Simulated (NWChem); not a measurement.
System: CHF, singlet; SMILES F[CH]

The following NWChem deck was run.

```
start job
memory heap 200 mb stack 900 mb global 1100 mb
geometry units angstroms noautoz
  C      0.154982     0.707598     0.000000
  F     -0.002949    -0.577354     0.000000
  H     -0.914931     1.086231     0.000000
end
basis spherical
  * library def2-svp
end
dft
  xc xpbe96 cpbe96
  iterations 150
  vectors input atomic output neutral.movecs
end
task dft energy
charge 1
dft
  odft
  mult 2
  vectors input atomic output cation.movecs
end
task dft energy
```

Excerpt of the output:

```
             Northwest Computational Chemistry Package (NWChem) 7.3.0
             --------------------------------------------------------

 CS  symmetry detected

                             Geometry "geometry" -> ""
                             -------------------------

 Output coordinates in angstroms (scale by  1.889725989 to convert to a.u.)

  No.       Tag          Charge          X              Y              Z
 ---- ---------------- ---------- -------------- -------------- --------------
    1 C                    6.0000     0.13390056     0.70362277     0.00000000
    2 F                    9.0000     0.01598453    -0.58561718     0.00000000
    3 H                    1.0000    -0.94726411     1.04881798     0.00000000

 Effective nuclear repulsion energy (a.u.)      27.3804877507

      Symmetry information
      --------------------

 Group name             Cs
 Group number              2
 Group order               2
 No. of unique centers     3

  pbe96 is a nonlocal functional; adding pw91lda local functional.

                                 NWChem DFT Module
                                 -----------------

 Summary of "ao basis" -> "ao basis" (spherical)
 ------------------------------------------------------------------------------
       Tag                 Description            Shells   Functions and Types
 ---------------- ------------------------------  ------  ---------------------
 C                          def2-svp                 6       14   3s2p1d
 F                          def2-svp                 6       14   3s2p1d
 H                          def2-svp                 3        5   2s1p

      Symmetry analysis of basis
      --------------------------

        a'         24
        a"          9

            General Information
            -------------------
          SCF calculation type: DFT
          Wavefunction type:  closed shell.
          No. of atoms     :     3
          No. of electrons :    16
           Alpha electrons :     8
            Beta electrons :     8
          Charge           :     0
          Spin multiplicity:     1
          Use of symmetry is: on ; symmetry adaption is: on
          Maximum number of iterations: 150
          AO basis - number of functions:    33
                     number of shells:    15
          Convergence on energy requested:  1.00D-06
          Convergence on density requested:  1.00D-05
          Convergence on gradient requested:  5.00D-04

              XC Information
              --------------
          PerdewBurkeErnzerhof Exchange Functional  1.000
            Perdew 1991 LDA Correlation Functional  1.000 local
           PerdewBurkeErnz. Correlation Functional  1.000 non-local

             Grid Information
             ----------------
          Grid used for XC integration:  medium
          Radial quadrature: Mura-Knowles
          Angular quadrature: Lebedev.
          Tag              B.-S. Rad. Rad. Pts. Rad. Cut. Ang. Pts.
          ---              ---------- --------- --------- ---------
          C                   0.70       49           6.0       434
          F                   0.50       49           7.0       434
          H                   0.35       45           6.0       434
          Grid pruning is: on
          Number of quadrature shells:   143
          Spatial weights used:  Erf1

      Superposition of Atomic Density Guess
      -------------------------------------

 Sum of atomic energies:        -137.41660090

      Non-variational initial energy
      ------------------------------

 Total energy =    -137.726067
 1-e energy   =    -244.096286
 2-e energy   =      78.989731
 HOMO         =      -0.214123
 LUMO         =      -0.056540

      Symmetry analysis of molecular orbitals - initial
      -------------------------------------------------

  Numbering of irreducible representations:

     1 a'          2 a"

  Orbital symmetries:

     1 a'          2 a'          3 a'          4 a'          5 a'
     6 a"          7 a'          8 a'          9 a"         10 a'
    11 a'         12 a'         13 a'         14 a"         15 a'
    16 a'         17 a'         18 a'

   convergence    iter        energy       DeltaE   RMS-Dens  Diis-err
 ---------------- ----- ----------------- --------- --------- ---------
 d= 0,ls=0.0,diis     1   -138.0954811146 -1.65D+02  3.18D-02  4.11D-01
 d= 0,ls=0.0,diis     2   -137.9217345598  1.74D-01  2.09D-02  2.33D+00
 d= 0,ls=0.0,diis     3   -138.1424392917 -2.21D-01  6.57D-03  5.81D-02
 d= 0,ls=0.0,diis     4   -138.1469099691 -4.47D-03  2.94D-03  5.58D-03
 d= 0,ls=0.0,diis     5   -138.1475152870 -6.05D-04  6.09D-04  1.42D-04
  Resetting Diis
 d= 0,ls=0.0,diis     6   -138.1475390049 -2.37D-05  3.39D-05  1.35D-06
 d= 0,ls=0.0,diis     7   -138.1475391825 -1.78D-07  6.66D-06  1.82D-08

         Total DFT energy =     -138.147539182516
      One electron energy =     -244.275213451243
           Coulomb energy =       94.719447053411
    Exchange-Corr. energy =      -15.972260535347
 Nuclear repulsion energy =       27.380487750664

 Numeric. integr. density =       15.999999087857

                  Occupations of the irreducible representations
                  ----------------------------------------------

                     irrep           alpha         beta
                     --------     --------     --------
                     a'                7.0          7.0
                     a"                1.0          1.0

                       DFT Final Molecular Orbital Analysis
                       ------------------------------------

 Vector    6  Occ=2.000000D+00  E=-4.604403D-01  Symmetry=a"
              MO Center=  2.9D-02, -4.1D-01, -4.5D-15, r^2= 6.3D-01
   Bfn.  Coefficient  Atom+Function         Bfn.  Coefficient  Atom+Function
  ----- ------------  ---------------      ----- ------------  ---------------
    20      0.625933  2 F  pz                23     -0.400844  2 F  pz
     6     -0.212135  1 C  pz                 9     -0.111909  1 C  pz
    11      0.032961  1 C  d -1

 Vector    7  Occ=2.000000D+00  E=-4.063054D-01  Symmetry=a'
              MO Center=  6.1D-03,  8.4D-02,  1.7D-15, r^2= 1.3D+00
   Bfn.  Coefficient  Atom+Function         Bfn.  Coefficient  Atom+Function
  ----- ------------  ---------------      ----- ------------  ---------------
    18      0.460082  2 F  px                21     -0.305131  2 F  px
    19     -0.292587  2 F  py                 2     -0.259960  1 C  s
     5     -0.236687  1 C  py                29     -0.198969  3 H  s
     3     -0.196610  1 C  s                 22      0.174700  2 F  py
     1      0.120399  1 C  s                 30     -0.069293  3 H  s

 Vector    8  Occ=2.000000D+00  E=-1.967135D-01  Symmetry=a'
              MO Center=  2.5D-01,  7.0D-01,  7.5D-16, r^2= 1.3D+00
   Bfn.  Coefficient  Atom+Function         Bfn.  Coefficient  Atom+Function
  ----- ------------  ---------------      ----- ------------  ---------------
     3      0.501785  1 C  s                  4      0.445307  1 C  px
    18      0.302201  2 F  px                 2      0.288287  1 C  s
    29     -0.273321  3 H  s                 30     -0.248556  3 H  s
    21     -0.222845  2 F  px                 7      0.207116  1 C  px
     5      0.150405  1 C  py                 1     -0.135635  1 C  s

 Vector    9  Occ=0.000000D+00  E=-1.411855D-01  Symmetry=a"
              MO Center=  1.0D-01,  5.7D-01, -1.6D-16, r^2= 1.2D+00
   Bfn.  Coefficient  Atom+Function         Bfn.  Coefficient  Atom+Function
  ----- ------------  ---------------      ----- ------------  ---------------
     6      0.628612  1 C  pz                 9      0.494645  1 C  pz
    20      0.316788  2 F  pz                23     -0.261208  2 F  pz
    33      0.027076  3 H  pz

 Vector   10  Occ=0.000000D+00  E= 6.664081D-02  Symmetry=a'
              MO Center= -1.1D+00,  1.0D+00, -1.1D-16, r^2= 2.4D+00
   Bfn.  Coefficient  Atom+Function         Bfn.  Coefficient  Atom+Function
  ----- ------------  ---------------      ----- ------------  ---------------
    30      1.901964  3 H  s                  3     -1.008877  1 C  s
     7      0.788125  1 C  px                 8     -0.410724  1 C  py
     4      0.377803  1 C  px                 2     -0.244456  1 C  s
     5     -0.190973  1 C  py                17     -0.122228  2 F  s
    29      0.108134  3 H  s                 21     -0.103874  2 F  px

 Vector   11  Occ=0.000000D+00  E= 1.228196D-01  Symmetry=a'
              MO Center=  8.4D-03,  5.8D-01, -4.4D-16, r^2= 2.2D+00
   Bfn.  Coefficient  Atom+Function         Bfn.  Coefficient  Atom+Function
  ----- ------------  ---------------      ----- ------------  ---------------
     3      1.108375  1 C  s                  8     -1.002166  1 C  py
    17     -0.898968  2 F  s                 30     -0.611375  3 H  s
    22     -0.447240  2 F  py                 5     -0.411414  1 C  py
    19      0.312767  2 F  py                 7     -0.270391  1 C  px
    16     -0.227134  2 F  s                  2      0.194928  1 C  s

     Multipole analysis of the density
     ---------------------------------

     L   x y z        total         alpha         beta         nuclear
     -   - - -        -----         -----         ----         -------
     0   0 0 0     -0.000000     -8.000000     -8.000000     16.000000

     1   1 0 0     -0.564849     -0.282424     -0.282424      0.000000
     1   0 1 0     -0.179369     -0.089684     -0.089684     -0.000000
     1   0 0 1     -0.000000     -0.000000     -0.000000      0.000000

[...]
```

Level: PBE/def2-SVP, vertical spin-unrestricted ions. Low-valent species are run as closed-shell singlets; no triplet was tried in these runs. Coordinates come from a PBE0/def2-SVP optimisation.
